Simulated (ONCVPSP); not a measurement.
# What the settings do to the ONCV potential of O (Z = 8)

Base potential:

* Element: O (Z = 8)
* Generator: ONCVPSP 4.0.1
* Type: optimised norm-conserving Vanderbilt (ONCV)
* Functional: PBEsol
* Relativity: scalar-relativistic
* Frozen core: [He]
* Valence charge: 6
* Reference configuration: 2s2 2p2 (charge +2)
* Partial waves: 2s: rc 0.95 bohr, ncon 3, nbas 7, qcut 6.1 1/bohr, 2 projectors, debl 1.7 Ha; 2p: rc 0.95 bohr, ncon 4, nbas 7, qcut 11.7 1/bohr, local
* Local potential: the p channel
* Core correction: none

In the s channel the program set the typed energies aside and used -2.136, 0.250 Ha.

All-electron outer shells of the reference configuration (PBEsol, scalar-relativistic, ld1.x):

| shell | level (eV) | outermost node (bohr) | outermost maximum (bohr) |
| --- | --- | --- | --- |
| 1s | -555.75 | – | 0.13 |
| 2s | -58.13 | 0.28 | 0.84 |
| 2p | -43.11 | – | 0.75 |

Cutoffs, loose and tight: the cutoffs (Ha) at which the residual kinetic energy of the hardest occupied pseudo-wave falls to 1 and 0.1 mHa per electron. They do not see the model core or the augmentation charge, which bear on the density cutoff. Test errors are all-electron minus pseudo excitation energies from the reference, over the configurations 2s2 2p4; 2s2 2p3; 2s2 2p1; 2s0 2p6. A dash means not determined; rows that change the core or the reference have their own tests.

| change | outcome | cutoff, loose | cutoff, tight | bound ghosts | GHOST(+) flags above zero | largest test error (meV) |
| --- | --- | --- | --- | --- | --- | --- |
| base | generated, projector energies reset by the program | 122 Ha | 208 Ha | none | none | +291 |
| all radii scaled by about 0.78 (s 0.74, p 0.74 bohr) | generated, projector energies reset by the program | 223 Ha | 357 Ha | none | none | +127 |
| all radii scaled by about 0.91 (s 0.86, p 0.86 bohr) | generated, projector energies reset by the program | 162 Ha | 263 Ha | none | none | +217 |
| all radii scaled by about 1.03 (s 0.98, p 0.98 bohr) | generated, projector energies reset by the program | 85 Ha | 188 Ha | none | none | +321 |
| all radii scaled by about 1.14 (s 1.08, p 1.08 bohr) | generated, projector energies reset by the program | 51 Ha | 121 Ha | none | none | +411 |
| all radii scaled by about 1.20 (s 1.14, p 1.14 bohr) | generated, projector energies reset by the program | 48 Ha | 103 Ha | none | none | +468 |
| all radii scaled by about 1.31 (s 1.24, p 1.24 bohr) | generated, projector energies reset by the program | 45 Ha | 71 Ha | none | none | +566 |

Reading the sweep of the scale of all radii (base = 1) (base included, trends over the rows without a ghost): The loose cutoff falls from 223 Ha at 0.78 to 45 Ha at 1.31. A larger radius leaves more room for a smooth pseudo-wave, so fewer plane waves are needed; a smaller one forces it to follow the all-electron wave where it bends sharply. The median size of the test errors (rows with all tests solved) rises from 30.0 meV at 0.78 to 91.0 meV at 1.31. More of the atom is replaced by a form fitted at one configuration, so other configurations suffer as the radius grows.
